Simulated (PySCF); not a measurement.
## Basis-set dependence of excited states

Trichlorofluorosilane, Cl3FSi.
Z-matrix (Å and degrees, PBE0-D3(BJ)/def2-SVP geometry), rows numbered from 1:
```
F 
Si  1  1.6021
Cl  2  2.0256  1  108.26
Cl  2  2.0269  1  108.40  3  -120.02
Cl  2  2.0259  1  108.34  3   119.79
```

TDDFT with PBE0 (PySCF), vertical singlets, core orbitals frozen in the response, spherical d and f functions. Geometry: PBE0-D3(BJ)/def2-SVP; no solvent, vibrations or thermal averaging.

| basis | functions | diffuse | S1 (eV) | S2 (eV) | S3 (eV) | S4 (eV) | S5 (eV) | LUMO (eV) | α (au) |
| --- | --- | --- | --- | --- | --- | --- | --- | --- | --- |
| 6-31G* | 86 | no | 7.60 | 7.91 | 7.91 | 8.55 | 8.56 | -0.62 | 45.0 |
| def2-SVP | 86 | no | 7.87 | 8.20 | 8.20 | 8.83 | 8.84 | -0.13 | 42.5 |
| 6-31+G* | 106 | yes | 7.38 | 7.69 | 7.69 | 8.33 | 8.34 | -0.98 | 52.6 |
| def2-SVPD | 128 | yes | 7.48 | 7.80 | 7.80 | 8.44 | 8.45 | -0.86 | 62.5 |
| aug-cc-pVDZ | 131 | yes | 7.38 | 7.69 | 7.69 | 8.32 | 8.33 | -0.90 | 62.1 |
| def2-TZVP | 179 | no | 7.65 | 7.96 | 7.97 | 8.59 | 8.59 | -0.47 | 55.1 |
| def2-TZVPD | 221 | yes | 7.47 | 7.78 | 7.79 | 8.40 | 8.41 | -0.80 | 63.4 |
| aug-cc-pVTZ | 246 | yes | 7.48 | 7.79 | 7.79 | 8.41 | 8.42 | -0.80 | 63.1 |

Q: How much do these states and the polarisability depend on the basis?

A: States are compared by their number. Against the largest diffuse basis here (aug-cc-pVTZ, itself not a converged limit), sets without diffuse functions differ by up to 0.39 eV in S1 and 0.42 eV in S5; the smaller diffuse sets differ by up to 0.11 and 0.08 eV. State by state, the largest deviation of a set without diffuse functions is S1 0.39, S2 0.41, S3 0.41, S4 0.42, S5 0.42 eV. The same number needn't mean the same state in each row. Against aug-cc-pVTZ the polarisability deviates by -29% in 6-31G*, -33% in def2-SVP, -17% in 6-31+G*, -1% in def2-SVPD, -2% in aug-cc-pVDZ, -13% in def2-TZVP, 0% in def2-TZVPD.
